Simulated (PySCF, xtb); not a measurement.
Mg(Me)(Et) (C3H8Mg), SMILES [CH3][Mg][CH2]C.

xtb 6.7.1 with GFN2-xTB at its own geometry gives an orbital gap of 2.23 eV and a dipole moment of 2.23 D.

Coordinates come from a B3LYP-D3(BJ)/def2-SVP optimisation. The structure was generated by enumeration; whether it is a known compound was not checked. Other conformers were not sampled.

Problem. What does r2SCAN/def2-TZVP (PySCF) give? (An estimate is asked for; the answer gives what the named calculation found.)

Solution. gap 4.42 eV (levels -5.18 and -0.75 eV), dipole 0.21 D.
